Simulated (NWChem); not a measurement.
System: CH₄Cl₂SSi; SMILES S(C)[SiH](Cl)Cl

The following NWChem deck was run.

```
start job
memory heap 200 mb stack 900 mb global 1100 mb
geometry units angstroms
  Si     0.364213     0.242249     0.387742
  Cl     0.135750     1.529670    -1.150176
  Cl     1.958693    -0.936254     0.105863
  S     -1.360584    -1.021501     0.555240
  C     -2.698940     0.213483     0.450384
  H      0.515647     1.022403     1.604259
  H     -3.629701    -0.342911     0.454113
  H     -2.656024     0.872785     1.310665
  H     -2.603528     0.777495    -0.471144
end
basis spherical
  * library def2-svp
end
dft
  xc pbe0
  iterations 150
end
driver
  maxiter 120
end
task dft optimize
task dft freq
```

Excerpt of the output:

```
             Northwest Computational Chemistry Package (NWChem) 7.3.0
             --------------------------------------------------------

 C1  symmetry detected

                             Geometry "geometry" -> ""
                             -------------------------

 Output coordinates in angstroms (scale by  1.889725989 to convert to a.u.)

  No.       Tag          Charge          X              Y              Z
 ---- ---------------- ---------- -------------- -------------- --------------
    1 Si                  14.0000     0.01014764    -0.37792615     0.48313751
    2 Cl                  17.0000     1.90544109    -0.27000849    -0.20319802
    3 Cl                  17.0000    -0.88241574    -2.06024037    -0.13641157
    4 S                   16.0000    -1.13675245     1.27874273    -0.25178612
    5 C                    6.0000    -0.00193607     2.66224011     0.10247905
    6 H                    1.0000     0.05766740    -0.33088302     1.93469356
    7 H                    1.0000    -0.46864519     3.55261551    -0.30411471
    8 H                    1.0000     0.12511575     2.76525596     1.17478958
    9 H                    1.0000     0.95201973     2.48488388    -0.38222700

 Effective nuclear repulsion energy (a.u.)     435.7852007735

                                Z-matrix (autoz)
                                --------

 Units are Angstrom for bonds and degrees for angles

      Type          Name      I     J     K     L     M      Value
      ----------- --------  ----- ----- ----- ----- ----- ----------
    1 Stretch                  1     2                       2.01862
    2 Stretch                  1     3                       2.00267
    3 Stretch                  1     4                       2.14477
    4 Stretch                  1     6                       1.45310
    5 Stretch                  4     5                       1.82411
    6 Stretch                  5     7                       1.08439
    7 Stretch                  5     8                       1.08471
    8 Stretch                  5     9                       1.08463
    9 Bend                     1     4     5               100.75567
   10 Bend                     2     1     3               110.98862
   11 Bend                     2     1     4               110.13741
   12 Bend                     2     1     6               107.89096
   13 Bend                     3     1     4               107.72984
   14 Bend                     3     1     6               110.53652
   15 Bend                     4     1     6               109.55891
   16 Bend                     4     5     7               106.39021
   17 Bend                     4     5     8               109.68756
   18 Bend                     4     5     9               109.65508
   19 Bend                     7     5     8               110.06562
   20 Bend                     7     5     9               110.19622
   21 Bend                     8     5     9               110.74975
   22 Torsion                  1     4     5     7         175.98021
   23 Torsion                  1     4     5     8         -65.00241
   24 Torsion                  1     4     5     9          56.82490
   25 Torsion                  2     1     4     5         -47.52298
   26 Torsion                  3     1     4     5        -168.70533
   27 Torsion                  5     4     1     6          71.00066

                           NWChem Geometry Optimization
                           ----------------------------

[...]

      ----------------------
      Optimization converged
      ----------------------

  Step       Energy      Delta E   Gmax     Grms     Xrms     Xmax
  ---- ---------------- -------- -------- -------- -------- --------
@    7   -1647.57898911 -1.7D-07  0.00006  0.00002  0.00047  0.00146
                                     ok       ok       ok       ok

                                Z-matrix (autoz)
                                --------

 Units are Angstrom for bonds and degrees for angles

      Type          Name      I     J     K     L     M      Value     Gradient
      ----------- --------  ----- ----- ----- ----- ----- ---------- ----------
    1 Stretch                  1     2                       2.06498   -0.00000
    2 Stretch                  1     3                       2.05094   -0.00006
    3 Stretch                  1     4                       2.11601    0.00001
    4 Stretch                  1     6                       1.48358    0.00005
    5 Stretch                  4     5                       1.82582    0.00001
    6 Stretch                  5     7                       1.09796    0.00001
    7 Stretch                  5     8                       1.09897   -0.00001
    8 Stretch                  5     9                       1.09850    0.00000
    9 Bend                     1     4     5                99.67185    0.00001
   10 Bend                     2     1     3               109.99065    0.00000
   11 Bend                     2     1     4               111.15248    0.00001
   12 Bend                     2     1     6               106.30506   -0.00001
   13 Bend                     3     1     4               106.13226   -0.00002
   14 Bend                     3     1     6               109.31561   -0.00000
   15 Bend                     4     1     6               113.94816    0.00001
   16 Bend                     4     5     7               106.08707   -0.00000
   17 Bend                     4     5     8               111.58092   -0.00001
   18 Bend                     4     5     9               110.90924   -0.00001
   19 Bend                     7     5     8               108.80699    0.00000
   20 Bend                     7     5     9               109.05958    0.00001
   21 Bend                     8     5     9               110.26315    0.00001
   22 Torsion                  1     4     5     7         176.04472   -0.00001
   23 Torsion                  1     4     5     8         -65.60349   -0.00001
   24 Torsion                  1     4     5     9          57.75065   -0.00001
   25 Torsion                  2     1     4     5         -57.24698    0.00000
   26 Torsion                  3     1     4     5        -176.81823   -0.00000
   27 Torsion                  5     4     1     6          62.83504    0.00000

                         Geometry "geometry" -> "geometry"
                         ---------------------------------

[...]

 Rotational Constants
 --------------------
 A=   0.075648 cm-1  (  0.108839 K)
 B=   0.050212 cm-1  (  0.072242 K)
 C=   0.032296 cm-1  (  0.046466 K)

 Temperature                      =   298.15K
 frequency scaling parameter      =   1.0000

 Zero-Point correction to Energy  =   32.614 kcal/mol  (  0.051974 au)
 Thermal correction to Energy     =   37.402 kcal/mol  (  0.059603 au)
 Thermal correction to Enthalpy   =   37.994 kcal/mol  (  0.060547 au)

 Total Entropy                    =   89.521 cal/mol-K
   - Translational                =   40.826 cal/mol-K (mol. weight = 145.9180)
   - Rotational                   =   28.953 cal/mol-K (symmetry #  =        1)
   - Vibrational                  =   19.742 cal/mol-K

 Cv (constant volume heat capacity) =   23.855 cal/mol-K
   - Translational                  =    2.979 cal/mol-K
   - Rotational                     =    2.979 cal/mol-K
   - Vibrational                    =   17.896 cal/mol-K

[normal modes left out]

 ----------------------------------------------------------------------------
 Normal Eigenvalue ||           Projected Infra Red Intensities
  Mode   [cm**-1]  || [atomic units] [(debye/angs)**2] [(KM/mol)] [arbitrary]
 ------ ---------- || -------------- ----------------- ---------- -----------
    1       -0.000 ||    0.000189           0.004         0.184       0.069
    2       -0.000 ||    0.000155           0.004         0.151       0.057
    3       -0.000 ||    0.000158           0.004         0.154       0.058
    4       -0.000 ||    0.000282           0.007         0.275       0.103
    5       -0.000 ||    0.000063           0.001         0.061       0.023
    6        0.000 ||    0.000499           0.012         0.486       0.182
    7       54.983 ||    0.001650           0.038         1.608       0.604
    8      112.223 ||    0.000744           0.017         0.726       0.272
    9      121.029 ||    0.000896           0.021         0.874       0.328
   10      163.281 ||    0.002684           0.062         2.617       0.982
   11      224.677 ||    0.002315           0.053         2.257       0.847
   12      238.862 ||    0.005721           0.132         5.577       2.094
   13      488.011 ||    0.027297           0.630        26.611       9.991
   14      588.116 ||    0.107683           2.484       104.975      39.413
   15      604.698 ||    0.116650           2.691       113.716      42.694
   16      722.951 ||    0.005895           0.136         5.747       2.158
   17      776.561 ||    0.197521           4.557       192.553      72.294
   18      820.226 ||    0.126195           2.911       123.022      46.188
   19      965.942 ||    0.003873           0.089         3.775       1.417
   20      976.258 ||    0.008828           0.204         8.605       3.231
   21     1332.154 ||    0.002488           0.057         2.425       0.910
   22     1446.716 ||    0.011899           0.275        11.599       4.355
   23     1453.623 ||    0.012652           0.292        12.334       4.631
   24     2277.769 ||    0.086254           1.990        84.085      31.569
   25     3071.559 ||    0.013424           0.310        13.087       4.913
   26     3188.149 ||    0.001302           0.030         1.269       0.476
   27     3196.913 ||    0.000378           0.009         0.369       0.138
 ----------------------------------------------------------------------------
```

Level: PBE0/def2-SVP.
